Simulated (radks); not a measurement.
Polarisability of the chlorine ion Cl+, [Ne] 3s2 3p4, at imaginary frequency. Method: scalar-relativistic Kohn-Sham, LB94 model potential, spin-polarised, spherical densities, finite nucleus; open shells are filled with parallel spins first; Fermi nuclear charge, rms radius 3.3654 fm; computed with a radial shooting solver on a logarithmic mesh with Libxc functionals. Response by self-consistent Sternheimer equations with the Hartree and adiabatic LDA kernel, the relativistic mass of each level held fixed and spin-orbit coupling left out.

w (hartree)  alpha1(iw) (bohr^3)
0.00266                    8.817
0.0143                     8.814
0.0360                     8.793
0.0697                     8.728
0.118                      8.564
0.186                      8.219
0.280                      7.575
0.413                      6.527
0.605                      5.084
0.892                      3.469
1.35                       2.031
2.12                       1.013
3.59                      0.4281
6.94                      0.1488
17.5                     0.03411

Static values: alpha1 = 8.818 bohr^3 (1.307 angstrom^3; uncoupled 13.94). C6 = 41.89, triple-dipole C9 = 272.2 atomic units. One-pole (London) frequency 4 C6 / (3 alpha1^2) = 0.718 hartree, against 0.900 for minus the highest occupied eigenvalue.
